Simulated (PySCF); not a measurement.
# RuN: one state, many levels of theory

State: ²Σ⁺ (doublet), unpaired electrons σ ↑. Set-up: basis Ru def2-TZVPPD with ECP28, N def2-TZVPPD; scalar-relativistic core potentials; PySCF 2.14. De refers to Ru (4d7 5s1) + N in their high-spin ground configurations, without counterpoise correction. The functionals are run spin-unrestricted. A positive dipole means Ru(−)N(+). Levels whose curve was spin-contaminated or gave no clean fit are not listed.

| Level | Re (Å) | ωe (cm⁻¹) | De (eV) | μ (D) |
| --- | --- | --- | --- | --- |
| UHF-CCSD | 1.545 | 1230 | 3.82 | n/a |
| PBE | 1.563 | 1195 | 5.96 | -1.88 |
| PBEsol | 1.556 | 1220 | 6.46 | -1.82 |
| revPBE | 1.567 | 1184 | 5.54 | -1.91 |
| BLYP | 1.576 | 1162 | 5.79 | -1.94 |
| r²SCAN | 1.550 | 1231 | 4.74 | -1.95 |
| r²SCANh | 1.542 | 1255 | 4.28 | -1.97 |
| PBE0 | 1.537 | 1267 | 4.50 | -1.96 |
| r²SCAN0 | 1.529 | 1282 | 3.61 | -1.98 |
| CAM-B3LYP | 1.536 | 1279 | 4.52 | -2.04 |

Q: What does a quarter of exact exchange do here, going from r²SCAN to r²SCAN0?

A: r²SCAN0 less r²SCAN: -2.1 pm in Re, +4.1 % in ωe, -1.13 eV in De. Exact exchange removes part of the self-interaction that spreads semilocal densities, and in most molecules shortens and stiffens the bond and lowers De; so it does here.

Correlated steps freeze 1 core orbital. The metal atom is held in its measured ground configuration; semilocal functionals can put another filling of s and d lower by some tenths of an eV, and De to that atom would be smaller. Spin–orbit coupling is left out, which matters for elements this heavy, above all for dissociation energies. With d or f electrons several states lie close, and the lowest PBE0 determinant need not be the measured ground state.

The whole job (state search and all levels along the bond) took about 22 min on 2 threads of Arm Neoverse V1 (shared host), peak memory 4.1 GiB.
